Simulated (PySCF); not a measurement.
**Germanium: a sound run and one with changed settings**

Sound run: Ge [Ar] 3d10 4s2 4p2, Ge⁺ [Ar] 3d10 4s2 4p1. All numbers are calculated (PySCF 2.14, no relativity, point nucleus, in def2-TZVP (6s5p4d1f, 48 functions)). In the sound run the correlated levels freeze [Ar] 3d10. The sound run starts from symmetry-adapted Hartree-Fock orbitals and uses a fine grid where one is needed.

A second run was set up differently.

```
species  method  sound run (hartree)  changed run (hartree)  converged
     Ge     MP2          -2075.37094            -2075.65112        yes
    Ge⁺     MP2          -2075.08499            -2075.36205        yes
```

Ionisation energy of Ge:

```json
{"method": "UHF", "sound run (eV)": "7.439", "changed run (eV)": "7.439"}
{"method": "MP2", "sound run (eV)": "7.781", "changed run (eV)": "7.866"}
{"method": "SCS-MP2", "sound run (eV)": "7.708", "changed run (eV)": "7.763"}
```

(1) What was changed?
A. too few SCF iterations
B. all electrons correlated in a valence basis
C. a valence shell is frozen
D. basis contracted for another Hamiltonian

Answers

(1) B. A valence basis has no tight correlating functions, so it recovers only part of the core correlation, and not evenly between atom and ion.
